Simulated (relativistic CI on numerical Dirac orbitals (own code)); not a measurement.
**What each ingredient does to the levels of As²⁴⁺**

Base calculation: Dirac-Coulomb-Breit CI, orbitals from a KLI potential per configuration, a model potential for QED, unscaled Slater integrals.

Configurations in the expansion (outside the closed core 1s2): 2s²2p⁵, 2s2p⁶, 2p⁶3s, 2p⁶3p, 2p⁶3d, 2s²2p⁴3s, 2s²2p⁴3p, 2s²2p⁴3d, 2s2p⁵3s, 2s2p⁵3p, 2s2p⁵3d, 2s²2p⁴4s, 2s²2p⁴4p, 2s²2p⁴4d, 2s²2p⁴4f, 2s2p⁵4s. Levels of other configurations are missing.

The lowest level and the first level of each name with at least 55 % of one term (blank where a level has no safe partner in the second run):

| Level | Base (eV) | Shift (eV) |
| --- | --- | --- |
| 2s²2p⁵ ²P°3/2 | 0.00 | 0.00 |
| 2s²2p⁵ ²P°1/2 | 37.48 | -37.48 |
| 2s2p⁶ ²S1/2 | 200.67 | -43.80 |
| 2s²2p⁴3s ⁴P5/2 | 1395.58 | +8.94 |
| 2s²2p⁴3s ²P3/2 | 1400.20 |  |
| 2s²2p⁴3s ⁴P3/2 | 1431.04 |  |
| 2s²2p⁴3s ²P1/2 | 1434.69 | -23.22 |
| 2s²2p⁴3s ²D5/2 | 1443.66 | -20.09 |
| 2s²2p⁴3s ²D3/2 | 1444.93 | -21.36 |
| 2s²2p⁴3p ²P°1/2 | 1448.03 |  |
| 2s²2p⁴3p ⁴D°7/2 | 1449.51 | -1.67 |
| 2s²2p⁴3p ⁴P°1/2 | 1472.75 |  |
| 2s²2p⁴3p ⁴D°5/2 | 1483.47 |  |
| 2s²2p⁴3s ²S1/2 | 1486.80 | -44.69 |

At this charge energies of transitions that change n are usually good to better than 1 %, and those within a shell (Δn = 0) to a few per cent.

**Question.** One thing was changed in a second run, which moved the levels as shown. Which?
A. configuration mixing switched off
B. Breit term removed
C. valence Slater integrals scaled by 0.9
D. non-relativistic limit
E. QED terms removed

**Answer.** D. Non-relativistic limit. Without relativity the fine structure collapses and s electrons lose their extra binding.

LS names give the leading component of a level, which can be under half, so a name can repeat, a term be missing and a line seem to break the LS rules.
